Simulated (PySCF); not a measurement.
Compound: C4H7FO2Si2.
Structure used (PBE0-D3(BJ)/def2-SVP), in Å, numbered top down from 1:
```
atom  x, y, z in Å
F1    -3.5519    1.2159   -0.7943
C2    -2.5133    0.6973   -0.1651
C3    -2.0320    1.0791    1.0542
O4    -0.9647    0.3198    1.3572
C5    -0.7467   -0.5596    0.3391
Si6    0.7227   -1.7028    0.4550
O7     2.1268   -0.8240    0.4529
Si8    2.7179    0.7251    0.3525
C9    -1.6907   -0.3589   -0.6383
H10   -2.3399    1.8353    1.7702
H11    0.6709   -2.4976    1.7125
H12    0.6615   -2.5935   -0.7371
H13    1.7489    1.6044   -0.3695
H14    2.9503    1.2711    1.7215
H15    4.0083    0.6892   -0.3921
H16   -1.7866   -0.8946   -1.5802
```

Computed with PySCF at B3LYP/def2-SVPD, non-relativistic, on one gas-phase PBE0-D3(BJ)/def2-SVP geometry that isn't relaxed in the solvent. The solvent is an IEF-PCM continuum (van der Waals radii × 1.2). The model holds no explicit solvent molecules, cavitation or dispersion.

Gas phase at B3LYP/def2-SVPD: HOMO -6.88 eV, LUMO -1.13 eV, dipole 0.03 D.

What does the continuum do to the energy, the frontier levels and the dipole at B3LYP/def2-SVPD in chloroform and methanol?

| solvent | ε | E(solvent) − E(gas) (kJ/mol) | polarisation term (kJ/mol) | distortion of the solute (kJ/mol) | HOMO (eV) | LUMO (eV) | dipole (D) |
| --- | --- | --- | --- | --- | --- | --- | --- |
| chloroform | 4.711 | -7.84 | -8.48 | 0.64 | -6.77 | -1.02 | 0.09 |
| methanol | 32.61 | -10.77 | -12.00 | 1.23 | -6.75 | -1.00 | 0.15 |

Polarisation term: ½ Σ q·V over the induced surface charges. Distortion: the rise of the solute's own energy as its density leaves the gas-phase optimum. From chloroform to methanol the lowering changes by a factor 1.37, Onsager's factor (ε − 1)/(2ε + 1) by 1.34 and ε itself by 6.9.

How does the static polarisability (B3LYP/def2-SVPD, frozen core, with the continuum's full static response) change?

| medium | isotropic (au) | principal values (au) | ⟨r²⟩ of the electrons (bohr²) |
| --- | --- | --- | --- |
| gas | 103.6 | 85.7, 100.9, 124.1 | 2049.8 |
| chloroform | 126.6 | 104.0, 125.7, 150.0 | 2049.8 |
| methanol | 137.3 | 112.9, 138.2, 160.9 | 2049.8 |

The isotropic value in methanol is 1.33 times the gas-phase one; no cavity-field correction is applied. ⟨r²⟩ is taken about the centre of nuclear charge.
